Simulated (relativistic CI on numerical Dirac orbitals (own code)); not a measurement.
## Transition arrays of Cd¹⁰⁺

Method of calculation: Dirac-Coulomb-Breit CI, separate exchange-only KLI orbitals for each configuration, a model potential for QED, valence Slater integrals scaled by 0.9, whole transition arrays (own radial code, finite nucleus).

CI space (outside the closed core [Ar] 3d10 4s2): 4p6.4d2, 4p6.4d.4f, 4p5.4d3, 4p6.4d.5p, 4p6.4d.5f. Levels of other configurations are missing.

All E1 lines from the levels of 4p6.4d2; mean and standard deviation are weighted by gf, and upper levels are sorted by their leading configuration.

| Upper configuration | Lines | Σgf | Mean (eV) | Mean (nm) | σ (eV) | Strongest line (nm) |
| --- | --- | --- | --- | --- | --- | --- |
| 4p6.4d.4f | 16 | 46.8 | 81.66 | 15.184 | 0.89 | 15.100 |
| 4p5.4d3 | 531 | 302.2 | 82.93 | 14.951 | 2.97 | 14.598 |
| 4p6.4d.5p | 60 | 13.9 | 70.06 | 17.698 | 1.22 | 17.778 |
| 4p6.4d.5f | 81 | 1.1 | 117.29 | 10.570 | 1.59 | 10.572 |

Σgf per state of the lower configuration in bins of 0.1 nm over the central range (centre: value): 14.25: 0.07, 14.35: 0.16, 14.45: 0.14, 14.55: 0.76, 14.65: 0.47, 14.75: 0.74, 14.85: 1.34, 14.95: 0.66, 15.05: 0.98, 15.15: 1.63, 15.25: 0.28, 15.35: 0.03, 15.45: 0.09, 15.55: 0.09, 15.65: 0.05, 17.25: 0.02, 17.45: 0.02, 17.55: 0.06, 17.65: 0.05, 17.75: 0.11.

Problem. How do configuration mixing and the scaling of the Slater integrals move the arrays?

Solution. Slater scale 0.9, no configuration mixing: 4p6.4d.4f 71.8 ± 2.5 eV (Σgf 95.0), 4p5.4d3 79.6 ± 5.3 eV (Σgf 230.3), 4p6.4d.5p 70.0 ± 1.2 eV (Σgf 13.8), 4p6.4d.5f 117.4 ± 1.3 eV (Σgf 0.2); Slater scale 1: 4p6.4d.4f 83.2 ± 0.7 eV (Σgf 47.6), 4p5.4d3 84.7 ± 3.1 eV (Σgf 308.1), 4p6.4d.5p 70.1 ± 1.3 eV (Σgf 14.0), 4p6.4d.5f 117.3 ± 1.8 eV (Σgf 1.5); Slater scale 0.8: 4p6.4d.4f 80.2 ± 1.0 eV (Σgf 69.0), 4p5.4d3 81.2 ± 2.9 eV (Σgf 273.5), 4p6.4d.5p 70.0 ± 1.1 eV (Σgf 13.3), 4p6.4d.5f 117.3 ± 1.4 eV (Σgf 0.7). With mixing, levels are counted to their leading configuration, so an array can shrink or vanish into another, and the sums then hold other lines.
